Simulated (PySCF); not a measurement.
**BI and its ions**

PBE; PySCF, scalar-relativistic core potentials, basis sets B def2-SVPD, I def2-SVPD with ECP28. Neutral (UKS): singlet (closed shell), Re = 2.151 Å, ωe = 568 cm⁻¹, De = 4.02 eV, HOMO -6.16 eV, LUMO -3.36 eV.

BI⁺ (UKS): doublet (σ ↑), Re = 1.976 Å, ωe = 787 cm⁻¹, De = 3.75 eV to B⁺ + I. The energies at the minima are -322.38740 hartree for BI and -322.05589 for BI⁺.

Problem. Work out the adiabatic ionisation energy, without and with harmonic zero-point energies (1 hartree = 27.2114 eV, 1 eV = 8065.5 cm⁻¹), and the change of the bond length.

Solution. At PBE: 0.33151 hartree = 9.021 eV between the minima; the zero-point term (787.0 − 568.0)/2 cm⁻¹ = +0.014 eV makes it 9.034 eV. Re changes by -17.5 pm against the neutral. Minus the HOMO energy is 6.16 eV, -2.86 eV from the value between the minima; self-interaction puts the Kohn–Sham level too high, less so with exact exchange. The electron leaves a σ orbital, and the shorter bond of the ion fits an antibonding orbital, or a change in how ionic the bond is.

BI⁻ (UKS): doublet (π ↑), Re = 2.381 Å, ωe = 338 cm⁻¹, De = 1.33 eV to B + I⁻. The energies at the minima are -322.38740 hartree for BI and -322.40995 for BI⁻.

Problem. Work out the adiabatic electron affinity, without and with harmonic zero-point energies (1 hartree = 27.2114 eV, 1 eV = 8065.5 cm⁻¹), and the change of the bond length.

Solution. At PBE: 0.02255 hartree = 0.614 eV between the minima; the zero-point term (568.0 − 338.0)/2 cm⁻¹ = +0.014 eV makes it 0.628 eV. Re changes by +23.0 pm against the neutral. The electron enters a π orbital, and the ion is left as a loose complex of an ion and an atom.

These are scalar-relativistic numbers at best; spin–orbit coupling would shift them, the dissociation energy most. For an ion De counts to the pair picked by the measured ionisation energies or electron affinities, which need not be the lowest pair at this level. The highest Kohn–Sham level is positive in this anion. Much of that is self-interaction error, but it also means that the finite basis helps to hold the extra electron. States were picked by a PBE0 search and need not be the measured ground states.
